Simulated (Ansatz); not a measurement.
Reaction (ligand exchange at the Si–C bond): `[SiH3]/C=C(\[SiH3])Cl` + `[NH2][Sc]([OH])[OH]` → `[NH2][Sc]([OH])[O][SiH3]` + `[SiH3]/C=C/Cl`

Program: Ansatz. Geometries: PBE0-D4/def2-TZVP. ΔE: electronic, gas phase. CCSD(T)/CBS adds triple-zeta CCSD(T) − MP2 to the extrapolated MP2 energy (def2 sets, frozen cores). Double bonds are as drawn, so ΔE can hold a change between cis and trans. DFT in def2-TZVPP. For Sc outer-core shells are correlated without core-valence functions, which leaves a few kJ/mol of doubt a bond. Scalar relativity is left out up to krypton. One conformer a species, not always the lowest.

`[SiH3]/C=C(\[SiH3])Cl`:

Z-matrix (Å, degrees):
```
Si
C 1 1.872
H 1 1.486 2 111.4
H 1 1.485 2 107.4 3 119.2
H 1 1.486 2 111.4 3 -121.6
C 2 1.331 1 125.4 3 61.4
H 2 1.090 1 116.9 3 -118.7
Cl 6 1.749 2 120.0 1 180.0
Si 6 1.874 2 128.0 1 -0.0
H 9 1.483 6 109.1 2 119.8
H 9 1.483 6 109.0 2 -120.4
H 9 1.485 6 108.7 2 -0.4
```

`[NH2][Sc]([OH])[OH]`:

```xyz
8

N    -0.587   -0.578    1.432
Sc    0.119    0.117   -0.290
O     1.515    1.363   -0.173
O    -0.686   -0.546   -1.848
H    -0.266   -0.324    2.357
H    -1.334   -1.252    1.543
H     2.216    1.995   -0.296
H    -0.976   -0.775   -2.724
```

`[NH2][Sc]([OH])[O][SiH3]`:

```xyz
11

N     0.167    0.929    2.345
Sc    0.642   -0.262    0.836
O     1.998   -1.510    1.141
O    -0.323   -0.034   -0.792
Si   -1.104    0.094   -2.210
H    -0.541    1.652    2.337
H     0.588    0.926    3.265
H     2.651   -2.202    1.099
H    -2.406   -0.629   -2.163
H    -0.295   -0.485   -3.321
H    -1.378    1.522   -2.537
```

`[SiH3]/C=C/Cl`:

```xyz
9

Si   -0.907   -0.999    0.087
C     0.013    0.525   -0.444
C     1.121    0.908    0.176
Cl    2.033    2.306   -0.253
H    -0.189   -1.612    1.234
H    -2.295   -0.654    0.495
H    -0.986   -1.976   -1.031
H    -0.348    1.125   -1.276
H     1.559    0.377    1.013
```

```csv
level,ΔE (kcal/mol)
ωB97X-V,-28.5
CCSD(T)/def2-TZVPP,-29.1
```

**Question.** What does CCSD(T)/CBS give? (An estimate is asked.)

**Answer.** Ansatz gave: -28.6 kcal/mol. The listed levels differ from it by 0.1, -0.5 kcal/mol.

Largest T1 diagnostic among the species: 0.016.

In def2-TZVPP, CCSD(T) changes the Hartree–Fock value by +7.1 kcal/mol (the triples alone add +1.2 kcal/mol) and MP2 by +7.4 kcal/mol. The D4 term adds +2.3 kcal/mol with B3LYP and +1.2 kcal/mol with PBE0; it sums over pairs of atoms, weighted by their polarisabilities, and B3LYP, whose exchange is more repulsive, gets the larger term.

B3LYP here is the variant with VWN-RPA as its local correlation; programs differ in this.
